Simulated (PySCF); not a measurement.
**Rotational lines of LiGa**

Lines J+1 ← J of the vibrational ground state, computed from RHF-CCSD(T) constants of LiGa, ¹Σ⁺ (singlet), closed shell (PySCF, scalar-relativistic core potentials, basis sets Li aug-cc-pVDZ, Ga aug-cc-pVDZ-PP with ECP10; masses 7.0160 and 68.9256 u), in MHz:

| J | ν (MHz) |
| --- | --- |
| 2 | 57789.3 |
| 3 | 77046.5 |
| 4 | 96298.7 |
| 5 | 115544.7 |
| 6 | 134783.2 |

Find B0 and the effective bond length r0; with αe = 0.00327 cm⁻¹, find Re.

ν = 2B0(J+1) − 4D(J+1)³ gives B0 = 0.32131 cm⁻¹. With the reduced mass μred = 6.3678 u, r0 = √(16.8576/(μred·B0)) (u, cm⁻¹, Å) = 2.8704 Å. Be = B0 + αe/2 = 0.32294 cm⁻¹ gives Re = 2.863 Å.

Correlated steps freeze 4 core orbitals. Correlated levels converge slowly with the basis: in double zeta they bind strong bonds too weakly, by up to about 1 eV, and carry superposition errors of some tenths. Where the molecule has an RHF reference, its open-shell atoms are computed with UHF.
